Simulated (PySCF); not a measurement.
Bond stretch in CH3Li, SMILES [Li][CH3], singlet. The C1–Li5 bond (C1 also carries H, H, H; Li5 carries nothing else) is varied alone, starting from the PBE0/def2-TZVP optimised geometry. Each curve is given relative to its own lowest point near equilibrium.

```
R / Å      A      B      C
-----  -----  -----  -----
1.46   2.113  2.310  1.923
1.57   1.127  1.246  1.018
1.67   0.573  0.640  0.509
1.78   0.220  0.248  0.186
1.85   0.094  0.107  0.074
1.89   0.048  0.056  0.034
1.96   0.005  0.007  0.000
2.02   0.000  0.000  0.000
2.06   0.010  0.010  0.012
2.17   0.080  0.083  0.082
2.29   0.209  0.219  0.204
2.41   0.373  0.393  0.355
2.62   0.701  0.718  0.648
2.93   1.199  0.939  1.081
3.28   1.707  1.058  1.503
3.55   2.042  1.109  1.744
3.94   2.433  1.150  1.987
4.37   2.740  1.172  2.156
4.81   2.922  1.181  2.262
5.35   2.970  1.186  2.338
5.87   2.848  1.188  2.380
6.88   2.277  1.189  2.419
```

Energies in eV.

Task: Which curve belongs to which method? The methods are restricted MP2 (frozen core)/6-31G*, spherical d run with PySCF 2.14.0; unrestricted Hartree-Fock/LANL2DZ run with PySCF; unrestricted BLYP/cc-pVDZ (PySCF).

Result: A is RMP2/6-31G*; B is UHF/LANL2DZ; C is UKS-BLYP.

The unrestricted solution behind UHF/LANL2DZ changes between 2.62 and 2.93 Å, which can leave a kink. The unrestricted determinant behind UHF/LANL2DZ is spin-contaminated at 2.62 to 6.88 Å (<S²> up to 1.0, against 0.00 for a pure singlet). The restricted form behind RMP2/6-31G* keeps the bonding electrons paired and can't separate into open-shell fragments. The unrestricted determinant behind UKS-BLYP is spin-contaminated at 3.28 to 6.88 Å (<S²> up to 0.9, against 0.00 for a pure singlet).
